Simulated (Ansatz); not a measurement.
`[NH2][Ta]([OH])([F])=[S]`, relaxed with RKS PBE0-D4/def2-TZVP in Ansatz from a PBE-D4/def2-SVP geometry. The force threshold is 0.005 eV/Å; the program also tests the step.

Charge 0, multiplicity 1. Ta: def2 effective core potential.

Start:

```xyz
8

N    -1.110    0.391    0.906
Ta    0.591   -0.121    0.048
O     0.490    0.306   -1.808
F     2.042    0.820    0.838
S     0.770   -2.273    0.370
H    -1.542    1.315    0.782
H    -1.713   -0.205    1.481
H     0.474   -0.233   -2.618
```

```csv
step,energy (eV),largest force (eV/Å),largest move (Å)
1,-18689.0246,0.698,0.000
2,-18689.0620,0.563,0.046
3,-18689.0690,0.065,0.017
4,-18689.0692,0.020,0.006
5,-18689.0693,0.022,0.007
6,-18689.0693,0.004,0.005
```

End:

```xyz
8

N    -1.109    0.397    0.905
Ta    0.570   -0.132    0.045
O     0.485    0.306   -1.791
F     2.007    0.814    0.802
S     0.768   -2.262    0.361
H    -1.529    1.309    0.793
H    -1.694   -0.200    1.469
H     0.502   -0.231   -2.584
```

Run time 19 s (4 threads of an AMD EPYC 7B13 on a shared host); peak host memory 0.52 GiB.
